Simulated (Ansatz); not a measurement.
Input for Ansatz (an electronic-structure program): FCI/cc-pVTZ on GaH, a point of a bond scan (R = 5.405 Å). The run froze 14 orbitals, filled d shells among them.

Ansatz 0.2 input:
```yaml
crystal:
  periodic: [false, false, false]
  atoms:
    - {symbol: Ga, position_ang: [-0.00000000, -0.00000000, -0.05278299]}
    - {symbol: H, position_ang: [0.00000000, 0.00000000, 5.35219544]}
basis:
  gaussian:
    orbitals: cc-pVTZ
magnetization: {spin_polarized: false}
correlation: {method: fci, electrons: outside_noble_gas}
```

The log:

```
WARN ansatz: RAYON_NUM_THREADS=2 ignored (pool sized by the plan → 2); use --threads N
Functional definition: HF
integrals: 0.03 GiB planned
518 factors; integrals over basis functions are off by at most 1.8e-7 eV
mean field: 0.12 GiB planned
mean field evaluation 1: about -52343.8214 eV, gradient 1.0e1 eV
mean field evaluation 2: about -52343.8215 eV, gradient 1.0e1 eV
mean field evaluation 4: about -52344.0914 eV, gradient 8.4e0 eV
mean field evaluation 8: about -52345.1945 eV, gradient 2.5e0 eV
mean field evaluation 16: about -52345.2317 eV, gradient 4.4e-5 eV
mean field evaluation 32: about -52345.2157 eV, gradient 3.2e-1 eV
mean field -52345.23165632 eV, -1923.6517824975 hartree, gradient 5.2e-6 eV, S^2 0.000000; 2 other end points of the search recorded, 0 dependent functions left out; unrestricted orbitals would lower it
unrestricted determinant -52348.22423246 eV, -1923.7617576421 hartree, S^2 1.0114
14 core orbitals not correlated
reference -52345.23165632 eV, -1923.6517824975 hartree; 2, 2 occupied and 41, 41 virtual orbitals, 518 factors
configuration interaction: 0.19 GiB planned
state -52349.52109630 eV, -1923.8094165092 hartree
Total energy: -52349.52109630 eV, -1923.8094165092 hartree
```

Self-consistency was reached.

Cost: around 2.5 core-seconds (rough).
